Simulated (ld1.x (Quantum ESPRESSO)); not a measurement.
## carbon: PAW pseudisation with PBE, scalar-relativistic reference atom.

Input for ld1.x (Quantum ESPRESSO) 7.5:

```
&input
   title='C', zed=6., rel=1, dft='PBE', iswitch=3,
   config='[He] 2s1.75 2p2.25 3d-2',
   nld=3, rlderiv=1.80, eminld=-3.0, emaxld=5.0, deld=0.02
 /
 &inputp
   pseudotype=3, lpaw=.true., tm=.true., lloc=-2, rcloc=1.25,
   nlcc=.true., new_core_ps=.true., rcore=0.45,
   which_augfun='PSQ', rmatch_augfun_nc=.true.,
   file_pseudopw='C.UPF', file_wfcaegen='ae.wfc', file_wfcncgen='nc.wfc', file_beta='beta', file_chi='chi', file_wfcusgen='us.wfc'
 /
6
2S  1  0   1.75   0.00  0.70  0.90  0.0
2S  1  0   0.00  -0.70  0.70  0.90  0.0
2P  2  1   2.25   0.00  1.20  1.60  0.0
2P  2  1   0.00   3.65  1.20  1.60  0.0
3D  3  2  -2.00   0.50  1.20  1.65  0.0
3D  3  2  -2.00   1.60  1.20  1.65  0.0
 &test
   configts(1)='2s1.75 2p2.25'
 /
```

Command:

```bash
ld1.x < C.in > C.out
```

Resulting log (shortened: banner, matrices, multipoles, cross overlaps and the repeated all-electron block are left out):

```
Program LD1 v.7.5
     --------------------------- All-electron run ----------------------------

     C
     scalar relativistic calculation

     atomic number is  6.00
     dft =PBE   lsd =0 sic =0 latt =0  beta=0.20 tr2=1.0E-14
     Exchange-correlation= PBE
                           (   1   4   3   4   0   0   0)
     mesh =1073 r(mesh) = 100.30751 a.u. xmin = -7.00 dx = 0.01250
     1 Ry =  13.60569312 eV, c = 137.03599908

     n l     nl                  e(Ry)          e(Ha)          e(eV)
     1 0     1S 1( 2.00)       -20.1116       -10.0558      -273.6316
     2 0     2S 1( 1.75)        -1.0194        -0.5097       -13.8695
     2 1     2P 1( 2.25)        -0.3967        -0.1984        -5.3976

     final scf error:  3.2E-16 reached in  22 iterations

     Etot =     -75.374338 Ry,     -37.687169 Ha,   -1025.520114 eV

     Ekin =      75.172978 Ry,      37.586489 Ha,    1022.780467 eV
     Encl =    -175.732828 Ry,     -87.866414 Ha,   -2390.966930 eV
     Eh   =      35.312340 Ry,      17.656170 Ha,     480.448864 eV
     Exc  =     -10.126828 Ry,      -5.063414 Ha,    -137.782515 eV

     normalization and overlap integrals

     s(1S/1S) =  1.000000  <r> =   0.2706  <r2> =    0.0993  r(max) =   0.1730
     s(2S/2S) =  1.000000  <r> =   1.5697  <r2> =    2.9837  r(max) =   1.2162
     s(2P/2P) =  1.000000  <r> =   1.7930  <r2> =    4.2213  r(max) =   1.2011

     ------------------------ End of All-electron run ------------------------

     --------------------- Generating PAW atomic setup --------------------

      Generating local potential from pseudized AE potential:
      Matching radius rcloc =   1.2500
      Enforcing V''(0)=0 (lloc=-2)

      Local pseudo, rcloc= 1.263 Estimated cut-off energy=    18.72 Ry

      Computing core charge for nlcc:

       r > 0.45 : true rho core
      Core charge pseudized with two Bessel functions
      Integrated core pseudo-charge :   1.38
      Wfc-us  2S rcutus= 0.890  Estimated cut-off energy=    52.02 Ry
      Wfc-us  2S rcutus= 0.890  Estimated cut-off energy=    52.40 Ry
      Wfc-us  2P rcutus= 1.581  Estimated cut-off energy=    30.62 Ry
      Wfc-us  2P rcutus= 1.581  Estimated cut-off energy=    61.70 Ry
      Wfc-us  3D rcutus= 1.662  Estimated cut-off energy=    37.24 Ry
      Wfc-us  3D rcutus= 1.662  Estimated cut-off energy=    38.38 Ry

     Required augmentation: PSQ   radius:    1.650000

     Q pseudized with Bessel functions
     Expected ecutrho=     762.2532 due to l1=  0   l2=  2

     Estimated PAW energy =  -17.611204 Ryd

     ------------------- End of pseudopotential generation -------------------

     Computing logarithmic derivative in   1.80310
     Computing logarithmic derivative in   1.80310
     Computing the partial wave expansion
     R is outside the sphere for l=    0 j= 0.00
     R is outside the sphere for l=    0 j= 0.00
     R is outside the sphere for l=    1 j= 0.00
     R is outside the sphere for l=    1 j= 0.00
     R is outside the sphere for l=    2 j= 0.00
     R is outside the sphere for l=    2 j= 0.00

     ---------------------- Testing the pseudopotential ----------------------

     C
     scalar relativistic calculation

     atomic number is  6.00   valence charge is  4.00
     dft = SLA  PW   PBX  PBC   lsd =0 sic =0 latt =0  beta=0.20 tr2=1.0E-14
     mesh =1073 r(mesh) = 100.30751 xmin = -7.00 dx = 0.01250

     n l     nl             e AE (Ry)        e PS (Ry)    De AE-PS (Ry)
     1 0     2S   1( 1.75)       -1.01939       -1.01940        0.00001
     2 1     2P   1( 2.25)       -0.39671       -0.39672        0.00000

     eps = 3.5E-17  iter =  4

     Etot =     -75.374338 Ry,     -37.687169 Ha,   -1025.520114 eV
     Etotps =   -17.611224 Ry,      -8.805612 Ha,    -239.612911 eV

     Ekin =      11.314104 Ry,       5.657052 Ha,     153.936228 eV
     Encl =     -27.522950 Ry,     -13.761475 Ha,    -374.468813 eV
     Ehrt =       8.724449 Ry,       4.362224 Ha,     118.702175 eV
     Ecxc =     -10.126827 Ry,      -5.063414 Ha,    -137.782501 eV
     (Ecc =      -3.442819 Ry,      -1.721409 Ha,     -46.841934 eV)

     ---------------------- End of pseudopotential test ----------------------
```

Generation and configuration tests took about 1.6 s on one core of a shared server CPU.

Transferability test of the new file with ld1.x, input:

```
&input
   title='C', zed=6., rel=1, dft='PBE', iswitch=2,
   config='[He] 2s1.75 2p2.25 3d-2'
 /
 &test
   file_pseudo='C.UPF', nconf=8,
   configts(1)='2s1.75 2p2.25',
   configts(2)='2s2 2p2',
   configts(3)='2s2 2p1',
   configts(4)='2s2 2p0',
   configts(5)='2s2 2p1.5',
   configts(6)='2s1 2p0',
   configts(7)='2s1 2p3',
   configts(8)='2s0 2p4'
 /
```

```bash
ld1.x < C.test.in > C.test.out
```

Pseudopotential blocks of its output, shortened (energy terms left out):

```
     ---------------------- Testing the pseudopotential ----------------------

     n l     nl             e AE (Ry)        e PS (Ry)    De AE-PS (Ry)
     1 0     2S   1( 1.75)       -1.01939       -1.01940        0.00001
     2 1     2P   1( 2.25)       -0.39671       -0.39672        0.00000

     eps = 3.5E-17  iter =  4

     Etot =     -75.374338 Ry,     -37.687169 Ha,   -1025.520110 eV
     Etotps =   -17.611224 Ry,      -8.805612 Ha,    -239.612911 eV

     ---------------------- End of pseudopotential test ----------------------

          ---------------------- Testing the pseudopotential ----------------------

     n l     nl             e AE (Ry)        e PS (Ry)    De AE-PS (Ry)
     1 0     2S   1( 2.00)       -1.01067       -1.01066       -0.00001
     2 1     2P   1( 2.00)       -0.38849       -0.38849        0.00000

     eps = 8.5E-15  iter =  7

     Etot =     -75.529950 Ry,     -37.764975 Ha,   -1027.637315 eV
     Etotps =   -17.766835 Ry,      -8.883418 Ha,    -241.730108 eV
     dEtot_ae =      -0.155612 Ry
     dEtot_ps =      -0.155611 Ry,   Delta E=      -0.000001 Ry

     ---------------------- End of pseudopotential test ----------------------

          ---------------------- Testing the pseudopotential ----------------------

     n l     nl             e AE (Ry)        e PS (Ry)    De AE-PS (Ry)
     1 0     2S   1( 2.00)       -1.89321       -1.89315       -0.00005
     2 1     2P   1( 1.00)       -1.24984       -1.24974       -0.00010

     eps = 8.6E-15  iter =  8

     Etot =     -74.731642 Ry,     -37.365821 Ha,   -1016.775790 eV
     Etotps =   -16.968550 Ry,      -8.484275 Ha,    -230.868887 eV
     dEtot_ae =       0.642696 Ry
     dEtot_ps =       0.642674 Ry,   Delta E=       0.000022 Ry

     ---------------------- End of pseudopotential test ----------------------

          ---------------------- Testing the pseudopotential ----------------------

     n l     nl             e AE (Ry)        e PS (Ry)    De AE-PS (Ry)
     1 0     2S   1( 2.00)       -2.96779       -2.96778       -0.00001
     2 1     2P   1( 0.00)       -2.33472       -2.33434       -0.00038

     eps = 3.4E-15  iter =  6

     Etot =     -72.956190 Ry,     -36.478095 Ha,    -992.619534 eV
     Etotps =   -15.193279 Ry,      -7.596640 Ha,    -206.715096 eV
     dEtot_ae =       2.418148 Ry
     dEtot_ps =       2.417945 Ry,   Delta E=       0.000203 Ry

     ---------------------- End of pseudopotential test ----------------------

          ---------------------- Testing the pseudopotential ----------------------

     n l     nl             e AE (Ry)        e PS (Ry)    De AE-PS (Ry)
     1 0     2S   1( 2.00)       -1.42412       -1.42409       -0.00003
     2 1     2P   1( 1.50)       -0.78795       -0.78792       -0.00003

     eps = 3.6E-16  iter =  9

     Etot =     -75.238653 Ry,     -37.619327 Ha,   -1023.674027 eV
     Etotps =   -17.475540 Ry,      -8.737770 Ha,    -237.766829 eV
     dEtot_ae =       0.135685 Ry
     dEtot_ps =       0.135685 Ry,   Delta E=       0.000000 Ry

     ---------------------- End of pseudopotential test ----------------------

          ---------------------- Testing the pseudopotential ----------------------

     n l     nl             e AE (Ry)        e PS (Ry)    De AE-PS (Ry)
     1 0     2S   1( 1.00)       -4.12371       -4.12511        0.00141
     2 1     2P   1( 0.00)       -3.53554       -3.53586        0.00033

     eps = 7.1E-15  iter =  6

     Etot =     -69.413985 Ry,     -34.706993 Ha,    -944.425378 eV
     Etotps =   -11.650493 Ry,      -5.825246 Ha,    -158.513026 eV
     dEtot_ae =       5.960353 Ry
     dEtot_ps =       5.960732 Ry,   Delta E=      -0.000379 Ry

     ---------------------- End of pseudopotential test ----------------------

          ---------------------- Testing the pseudopotential ----------------------

     n l     nl             e AE (Ry)        e PS (Ry)    De AE-PS (Ry)
     1 0     2S   1( 1.00)       -1.04376       -1.04382        0.00006
     2 1     2P   1( 3.00)       -0.41985       -0.41985        0.00000

     eps = 8.3E-15  iter = 13

     Etot =     -74.906837 Ry,     -37.453419 Ha,   -1019.159437 eV
     Etotps =   -17.143697 Ry,      -8.571849 Ha,    -233.251886 eV
     dEtot_ae =       0.467501 Ry
     dEtot_ps =       0.467527 Ry,   Delta E=      -0.000026 Ry

     ---------------------- End of pseudopotential test ----------------------
```

The test run then stopped with an error in new_paw_hamiltonian: “negative rho”.
